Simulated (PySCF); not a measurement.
# Excitation energy of O+ by level of theory

O+ [He] 2s2 2p3 (4S) → O+ [He] 2s1 2p3 3d1 (6D), as a difference of total energies. All numbers are calculated (PySCF 2.14, scalar relativity by spin-free X2C-1e, in aug-cc-pVQZ-DK (6s5p4d3f2g, 80 functions)). Correlated levels: valence: 1s2 frozen. The calculations carry no spin-orbit coupling.

```tsv
method	excitation energy (eV)
UHF	35.681
LDA	37.491
PBE	37.203
PBE0	37.285
r2SCAN	36.873
PW91	37.291
BLYP	38.059
MN15	37.622
revPBE	37.176
MP2 (valence)	37.626
SCS-MP2 (valence)	38.119
```

How much does correlation contribute at MP2 (valence)?

37.626 − (35.681) = 1.945 eV, measured against UHF.

The upper state lies above the first ionisation limit, but in LS coupling its spin forbids autoionisation to the ground ion. A Rydberg-like electron needs more diffuse functions than a valence basis has.

The promoted electron is Rydberg-like, and one or two diffuse shells describe it only roughly, which tends to raise the upper state.
